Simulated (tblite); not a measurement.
C6H11O2S (charge -1).
Geometry (GFN2-xTB, Å), atoms numbered from 1 in this order:
```xyz
20
C6H11O2S angstrom
C     -0.9969   -0.3832   -1.5980
C     -0.9897   -0.0666   -0.1022
C     -2.3929   -0.2153    0.4933
O     -0.1298   -0.9587    0.5986
C      1.0823   -0.4084    1.0677
C      2.1249   -0.1265   -0.0152
C      1.8980    1.2103   -0.7474
O      1.8005    1.2191   -1.9724
S      1.8362    2.5610    0.2650
H     -1.1867   -1.4446   -1.7491
H     -1.7724    0.1947   -2.0964
H     -0.0377   -0.1235   -2.0388
H     -0.6460    0.9649    0.0441
H     -3.0826    0.4723    0.0101
H     -2.3679   -0.0007    1.5593
H     -2.7439   -1.2358    0.3530
H      0.8971    0.5253    1.6202
H      1.4644   -1.1626    1.7672
H      2.1323   -0.9395   -0.7476
H      3.1057   -0.0714    0.4659
```

Method: GFN2-xTB as coded in tblite; computed harmonic values from a numerical Hessian at the method's own geometry, unscaled. This tight-binding method is rough: wavenumbers can miss measured ones by several per cent, in bad cases by 10 to 20. One conformer, not necessarily the lowest.

Harmonic wavenumbers (cm⁻¹): 41.2, 54.1, 79.8, 113.8, 182.7, 198.6, 226.3, 290.9, 341.6, 359.6, 388.3, 443.9, 467.4, 527.5, 589.5, 707.2, 826.3, 886.7, 940.4, 947.2, 953.8, 966.7, 1029.1, 1081.3, 1090.0, 1139.8, 1141.1, 1161.8, 1179.2, 1244.7, 1295.9, 1306.0, 1331.8, 1344.4, 1385.8, 1403.5, 1450.7, 1459.2, 1483.7, 1489.2, 1495.1, 1504.3, 1630.6, 2860.1, 2902.2, 2909.7, 2944.1, 2950.9, 3016.6, 3020.8, 3024.7, 3031.4, 3032.6, 3047.3.

A = 1995, B = 863.1, C = 826.2 MHz; mass 147.048 u (most abundant isotopes); point group C1, symmetry number 1.

Zero-point energy?

½Σν̃ = 35461 cm⁻¹ = 424.20 kJ/mol.

Entropy at 200 K, 1 bar (ideal gas, RRHO, classical rotation)?

Translation 162.80, rotation 119.72, vibration 91.74: S = 374.3 J/(mol K).

And Cp and H(200 K) − H(0)?

Cp = 125.47 J/(mol K), of which vibrations give 92.21 (their classical limit is 54 R = 449.0); H(200 K) − H(0) = 16.35 kJ/mol without the zero-point energy, 9.70 from vibrations.

How do the functions run with temperature in this model?

```csv
T (K),S (J/(mol K)),Cp (J/(mol K)),H − H(0) (kJ/mol),G − H(0) (kJ/mol),ln q(vib)
150,341.1,105.5,10.57,-40.60,3.73
250,404.4,145.6,23.12,-77.98,6.64
298.15,431.8,165.8,30.61,-98.11,8.00
400,486.5,208.3,49.68,-144.91,10.82
600,584.7,277.2,98.61,-252.22,16.19
900,711.0,344.6,192.72,-447.17,23.76
```

q(vib) and H(0) count from the zero-point level.

Which modes carry the vibrational entropy at 200 K?

41.2 cm⁻¹: 18.46; 54.1 cm⁻¹: 16.21; 79.8 cm⁻¹: 13.04; 113.8 cm⁻¹: 10.21; 182.7 cm⁻¹: 6.62; 198.6 cm⁻¹: 6.02 J/(mol K); the other 48 give 21.18 together.

Hindered rotation and anharmonicity are outside this model. Other conformers, if any are populated, would add a mixing term that is left out. The structure is chiral; the term R ln 2 for an equal mix with its mirror image is left out.
